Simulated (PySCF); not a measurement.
PySCF input (BP86/6-31G* with LANL2DZ past Ar (5d)):

```python
from pyscf import gto, dft

mol = gto.M(
    atom='''
    Ge    1.50161500   -0.08819100    0.04580100
    C    -0.42418900    0.15332300   -0.03913600
    C    -1.20000000    1.25371300   -0.27799800
    C    -2.53118300    0.77652500   -0.20529800
    C    -2.53009500   -0.54192800    0.06370500
    O    -1.22435700   -0.94716800    0.17056100
    H     1.95473500   -1.09874700   -1.01960200
    H     1.90923600   -0.59752100    1.43722300
    H     2.12912900    1.28668100   -0.22307000
    H    -0.85282400    2.25301500   -0.47544000
    H    -3.28431000   -1.29376100    0.20312200
    ''',
    basis={'default': '6-31g*', 'Ge': 'lanl2dz'},
    ecp={'Ge': 'lanl2dz'},
    charge=0,
    spin=1,
    verbose=4,
)

mf = dft.UKS(mol, xc='bp86')
mf.grids.level = 3
mf.conv_tol = 1e-9
mf.max_cycle = 100
mf.max_memory = 1500
mf.kernel()
if not mf.converged:
    mf = mf.newton()
    mf.kernel(mf.make_rdm1())
mo, _, stable, _ = mf.stability(return_status=True)
if not stable:
    mf.kernel(mf.make_rdm1(mo, mf.mo_occ))
    stable = mf.stability(return_status=True)[2]
mf.dip_moment()
```

From the output:

```

cycle= 1 E= -233.663212532998  delta_E= -10.7  |g|= 0.777  |ddm|= 2.77
  alpha nocc = 21  HOMO = -0.0964556046311955  LUMO = -0.0655879598096148
  beta  nocc = 20  HOMO = -0.122853735451876  LUMO = -0.0918703261501008
  HOMO = -0.0964556046312  LUMO = -0.0918703261501  gap/eV = 0.12477
cycle= 2 E= -222.834208377267  delta_E= 10.8  |g|= 3.17  |ddm|= 10.3
  alpha nocc = 21  HOMO = -0.105890507674992  LUMO = -0.0484271404578323
  beta  nocc = 20  HOMO = -0.214297177120173  LUMO = -0.104438927432469
  HOMO = -0.105890507675  LUMO = -0.104438927432  gap/eV = 0.03950
cycle= 3 E= -234.112937031985  delta_E= -11.3  |g|= 0.535  |ddm|= 9.93
  alpha nocc = 21  HOMO = -0.175650518703698  LUMO = -0.011399438759108
  beta  nocc = 20  HOMO = -0.168673634908448  LUMO = -0.140286817076351
  HOMO = -0.168673634908  LUMO = -0.140286817076  gap/eV = 0.77244
cycle= 4 E= -234.239229985283  delta_E= -0.126  |g|=  0.3  |ddm|= 0.87
  alpha nocc = 21  HOMO = -0.199514756218564  LUMO = -0.0257173680932361
  beta  nocc = 20  HOMO = -0.195622099420557  LUMO = -0.127297106649063
  HOMO = -0.195622099421  LUMO = -0.127297106649  gap/eV = 1.85922
cycle= 5 E= -234.28821418998  delta_E= -0.049  |g|= 0.103  |ddm|= 0.36
  alpha nocc = 21  HOMO = -0.211664183195352  LUMO = -0.0350389792789407
  beta  nocc = 20  HOMO = -0.206610477269471  LUMO = -0.141363728855165
  HOMO = -0.206610477269  LUMO = -0.141363728855  gap/eV = 1.77545
cycle= 6 E= -234.292105911458  delta_E= -0.00389  |g|= 0.083  |ddm|= 0.166
  alpha nocc = 21  HOMO = -0.210394123366694  LUMO = -0.0357712559693972
  beta  nocc = 20  HOMO = -0.206883467404666  LUMO = -0.139675994725739
  HOMO = -0.206883467405  LUMO = -0.139675994726  gap/eV = 1.82881
cycle= 7 E= -234.294857041252  delta_E= -0.00275  |g|= 0.0302  |ddm|= 0.0851
  alpha nocc = 21  HOMO = -0.208899578443525  LUMO = -0.0333803001157307
  beta  nocc = 20  HOMO = -0.205801709620893  LUMO = -0.140190465621799
  HOMO = -0.205801709621  LUMO = -0.140190465622  gap/eV = 1.78537
cycle= 8 E= -234.295242363197  delta_E= -0.000385  |g|= 0.0166  |ddm|= 0.0463
  alpha nocc = 21  HOMO = -0.209569605029881  LUMO = -0.0344819571534565
  beta  nocc = 20  HOMO = -0.206380910050719  LUMO = -0.139295759533173
  HOMO = -0.206380910051  LUMO = -0.139295759533  gap/eV = 1.82548
cycle= 9 E= -234.295379671474  delta_E= -0.000137  |g|= 0.00448  |ddm|= 0.0193
  alpha nocc = 21  HOMO = -0.2093371171608  LUMO = -0.034428703075136
  beta  nocc = 20  HOMO = -0.206272631661893  LUMO = -0.139297816695215
  HOMO = -0.206272631662  LUMO = -0.139297816695  gap/eV = 1.82248
cycle= 10 E= -234.295391513593  delta_E= -1.18e-05  |g|= 0.00145  |ddm|= 0.00553
  alpha nocc = 21  HOMO = -0.209386697136967  LUMO = -0.0344546007435902
  beta  nocc = 20  HOMO = -0.206396448094253  LUMO = -0.139405075953245
  HOMO = -0.206396448094  LUMO = -0.139405075953  gap/eV = 1.82293
cycle= 11 E= -234.295392762992  delta_E= -1.25e-06  |g|= 0.000787  |ddm|= 0.00218
  alpha nocc = 21  HOMO = -0.209335489124602  LUMO = -0.0344469848235285
  beta  nocc = 20  HOMO = -0.206359706637627  LUMO = -0.139289444805435
  HOMO = -0.206359706638  LUMO = -0.139289444805  gap/eV = 1.82507
cycle= 12 E= -234.295393184552  delta_E= -4.22e-07  |g|= 0.000242  |ddm|= 0.00125
  alpha nocc = 21  HOMO = -0.20934536569742  LUMO = -0.0344727677612262
  beta  nocc = 20  HOMO = -0.206394379587284  LUMO = -0.139291132754494
  HOMO = -0.206394379587  LUMO = -0.139291132754  gap/eV = 1.82597
cycle= 13 E= -234.295393273458  delta_E= -8.89e-08  |g|= 8.21e-05  |ddm|= 0.000782
  alpha nocc = 21  HOMO = -0.209327190252996  LUMO = -0.0344595623286565
  beta  nocc = 20  HOMO = -0.206374786824799  LUMO = -0.139276490130896
  HOMO = -0.206374786825  LUMO = -0.139276490131  gap/eV = 1.82584
cycle= 14 E= -234.295393310359  delta_E= -3.69e-08  |g|= 5.34e-05  |ddm|= 0.000167
  alpha nocc = 21  HOMO = -0.209337915771385  LUMO = -0.0344681192605769
  beta  nocc = 20  HOMO = -0.206386332898159  LUMO = -0.139287073647253
  HOMO = -0.206386332898  LUMO = -0.139287073647  gap/eV = 1.82586
cycle= 15 E= -234.295393279274  delta_E= 3.11e-08  |g|= 1.43e-05  |ddm|= 0.000106
  alpha nocc = 21  HOMO = -0.209336164851202  LUMO = -0.034466433119281
  beta  nocc = 20  HOMO = -0.206384143166282  LUMO = -0.13928632039956
  HOMO = -0.206384143166  LUMO = -0.1392863204  gap/eV = 1.82582
cycle= 16 E= -234.295393279433  delta_E= -1.59e-10  |g|= 1.12e-05  |ddm|= 2.99e-05
  alpha nocc = 21  HOMO = -0.209336969894007  LUMO = -0.0344661360385103
  beta  nocc = 20  HOMO = -0.206384111583695  LUMO = -0.139285387288108
  HOMO = -0.206384111584  LUMO = -0.139285387288  gap/eV = 1.82585
Extra cycle  E= -234.295393279169  delta_E= 2.63e-10  |g|= 2.79e-05  |ddm|= 3.13e-05
converged SCF energy = -234.295393279169  <S^2> = 0.75550255  2S+1 = 2.005495
uhf_internal: lowest eigs of H = [0.11598031 0.19312972 0.22841645]
<class 'pyscf.dft.uks.UKS'> wavefunction is stable in the internal stability analysis
Dipole moment(X, Y, Z, Debye):  0.21558,  0.11742, -0.01997
```

The geometry given is a B3LYP-D3(BJ)/def2-TZVP minimum.
